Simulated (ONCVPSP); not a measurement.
# Reading a pseudo-wave (bromine)

Columns: radius, all-electron u(r) and pseudo u(r) of the 3s shell (level -262.22 eV) of bromine in the configuration [Ne] 3s2 3p6 3d10 4s2 4p3; PW91, scalar-relativistic, ONCV scheme, ONCVPSP 4.0.1.

```tsv
r (bohr)	all-electron	pseudo
0.045	0.1899	0.0194
0.090	-0.5835	0.0718
0.135	-0.8177	0.1806
0.180	-0.5568	0.3524
0.225	-0.0711	0.5745
0.270	0.4420	0.8213
0.315	0.8775	1.0608
0.360	1.1961	1.2634
0.405	1.3957	1.4084
0.450	1.4936	1.4878
0.495	1.5113	1.5036
0.540	1.4710	1.4663
0.585	1.3924	1.3904
0.630	1.2902	1.2894
0.675	1.1759	1.1754
0.720	1.0578	1.0574
0.765	0.9415	0.9411
0.810	0.8307	0.8304
0.855	0.7275	0.7273
0.900	0.6333	0.6331
0.945	0.5485	0.5483
0.990	0.4729	0.4727
1.035	0.4061	0.4060
1.080	0.3476	0.3474
1.125	0.2967	0.2966
1.170	0.2526	0.2525
```

(1) How many radial nodes do the two functions have?

(2) At about which radius was the pseudo-wave matched?

(3) Is the pseudo-wave norm-conserving?

Results:

(1) The all-electron 3s function has n − l − 1 = 2; the pseudo-wave has 0, since the states of the same l below it are removed with the core.

(2) 0.70 bohr, where the columns begin to agree (steps of 0.04 bohr).

(3) Yes: the ONCV scheme keeps the norm inside the radius equal to the all-electron one, which fixes the energy derivative of the logarithmic derivative at the level.
